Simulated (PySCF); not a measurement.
# Calculated NMR parameters of NC[SiH2]N

* Formula: CH8N2Si
* SMILES: NC[SiH2]N
* Point group of the computed structure: C1
* Degrees of unsaturation: 0
* Carbon signals: 1
* Proton signals: 4

Numbering as in the mapped SMILES `[NH2:1][CH2:2][SiH2:3][NH2:4]`. Hydrogens are named by the atom that carries them.

Computational details: geometry from GFN2-xTB, shieldings: GIAO PBE0/pcSseg-1, in PySCF (single conformer, averaged over atoms made equivalent by symmetry, fast rotation or ring inversion, no solvent model, non-relativistic).

δ = σ(ref) − σ, references computed at the same level: 1H (σ = 31.72 ppm) and 13C (σ = 186.93 ppm) and 29Si (σ = 349.16 ppm) vs TMS; 15N (σ = 267.73 ppm) against NH3.

```tsv
carbon	δC, type	δH (multiplicity)	HMBC from (2–3 bonds)	span of the C tensor (ppm)
C2	33.1, CH2	2.53 (t)	H(Si3)	50
```

Other nuclei:
```tsv
atoms	nucleus	environment	δ (ppm)	σ (ppm)
H(Si3)	1H	hydrogen on a silicon bonded to C, N	4.66	27.06
H(N1)	1H	hydrogen on an amine nitrogen	0.43	31.29
H(N4)	1H	hydrogen on a nitrogen bonded to Si	-0.14	31.86
Si3	29Si	silicon bonded to C, N, 2 H	-32.3	381.5
N1	15N	amine nitrogen	22.5	245.3
N4	15N	nitrogen bonded to Si, 2 H	1.5	266.3
```

δC 33.1: sp3 CH2 bonded to N and Si; the inductive effect lowers its shielding. δH 4.66: hydrogen on a silicon bonded to C, N. δH 2.53: hydrogen on an sp3 CH2 bonded to N and Si; its carbon carries N, which withdraws density. δH 0.43: hydrogen on an amine nitrogen; labile proton, position sensitive to the medium. δH -0.14: hydrogen on a nitrogen bonded to Si; exchangeable, gas-phase position.

OH/NH shifts are gas-phase values; hydrogen bonding in solution moves them, usually downfield. Shifts are as computed. Against solution values, carbons near 30 ppm lie about +3 ppm off and those near 130 ppm about +5 ppm (rms about the fit 2.1 ppm; single classes can miss by 10 ppm). Of 1328 compounds with measured shifts, 309 miss one by over three times the rms of a fit or turn the order of signals round; such compounds aren't used in these exercises. Signals without a measured value on file couldn't be tested in this way; 1H shifts scatter by 0.2 ppm about their fit, and single ones miss by 0.5 ppm. Experimental scales use liquid or dissolved standards, which lie at an offset from isolated NH3 (liquid NH3: subtract about 20 ppm). Multiplicities follow the n + 1 count of equivalent neighbours, as no J values were calculated; m marks all less simple cases, F and P coupling included.
